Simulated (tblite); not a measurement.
A tight-binding relaxation on `C1(=CBC=C1)N`.

Computed with GFN2-xTB geometry optimisation, gas phase (tblite 0.8.0). Start geometry: from a force field or distance geometry. The input is one job of a driver script: a line of settings, then coordinates in Å.

Input:
```
{"job": {"kind": "relax", "xc": "GFN2-xTB", "basis": "xTB"}, "charge": 0, "multiplicity": 1}
N      2.068500     0.068900     0.057600
C      0.615400    -0.024400     0.027000
C     -0.042300    -1.172100     0.210700
B     -1.571900    -0.781300     0.095500
C     -1.528000     0.760800    -0.144000
C     -0.263700     1.085900    -0.173900
H      2.547800     0.511200     0.868500
H      2.585400    -0.305300    -0.767600
H      0.397000    -2.141600     0.380800
H     -2.492700    -1.504000     0.030200
H     -2.396900     1.395400    -0.281300
H      0.082600     2.106100    -0.329600
```

Output:
```
step      E/eV     max force
  0    -426.19179    3.918
  1    -426.44317    1.910
  2    -426.51045    0.742
  3    -426.53342    0.536
  4    -426.56825    0.463
  5    -426.59295    0.539
  6    -426.62680    0.685
  7    -426.67009    0.829
  8    -426.72479    1.024
  9    -426.79778    1.121
... (45 lines left out)
 55    -427.22554    0.013
 56    -427.22556    0.020
 57    -427.22559    0.024
 58    -427.22564    0.022
 59    -427.22567    0.015
 60    -427.22569    0.014
 61    -427.22572    0.017
 62    -427.22574    0.021
 63    -427.22577    0.015
 64    -427.22578    0.009
```

«max force» is the largest atomic force in eV/Å.

From which step on does the largest force stay under 0.1 eV/Å, and how much energy is left to gain from there?

From step 34 (0.092 eV/Å), 3.1 meV above the end.

Main results: energy lowered by 23.8 kcal/mol over 64 steps; largest atomic force 0.009 eV/Å at the end.

On one thread of an Arm Neoverse V1, on a shared host, this took 0.27 s.
Labels such as C1 count atoms from 1, the log's own numbers from 0.
